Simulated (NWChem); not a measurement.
System: C₅H₈BNO₂; SMILES c1ccn(c1B(O)O)C

```xyz
17

C      2.0616    -0.6753     0.2687
N      0.6543    -0.9324     0.0877
C      0.1119    -2.1796     0.0036
C     -1.2522    -2.0608    -0.1756
C     -1.5341    -0.6772    -0.1912
C     -0.3397     0.0219    -0.0293
B     -0.1530     1.5737    -0.0188
O     -1.1683     2.3832     0.3902
O      0.9890     2.2140    -0.4097
H      2.5901    -0.5733    -0.6958
H      2.2071     0.2423     0.8541
H      2.5240    -1.5070     0.8175
H      0.7380    -3.0665     0.0906
H     -1.9581    -2.8827    -0.2779
H     -2.5143    -0.2211    -0.3317
H     -1.8950     1.8763     0.7627
H      1.6177     1.6312    -0.8399
```
Atoms are numbered in this order, from 1.

Computed with NWChem. The geometry was optimised at PBE0/def2-SVP. Not confirmed as a minimum by frequencies. Vzz is the largest principal value of the second derivative of the potential at the nucleus (NWChem prints the opposite sign); η is the asymmetry. Non-relativistic.

Task: Predict the results for PBE/def2-TZVP. Quantities: Vzz N2 (a.u.); η N2; Vzz B7 (a.u.); η B7; Vzz O8 (a.u.); η O8; Vzz O9 (a.u.); η O9.

Result: The vzz N2 (a.u.) is -0.575 and the η N2 is 0.31. The vzz B7 (a.u.) comes out as 0.302. The η B7 comes out as 0.18 and the vzz O8 (a.u.) comes out as 1.228. The η O8 is 0.19. The vzz O9 (a.u.) is 1.257 and the η O9 comes out as 0.22.
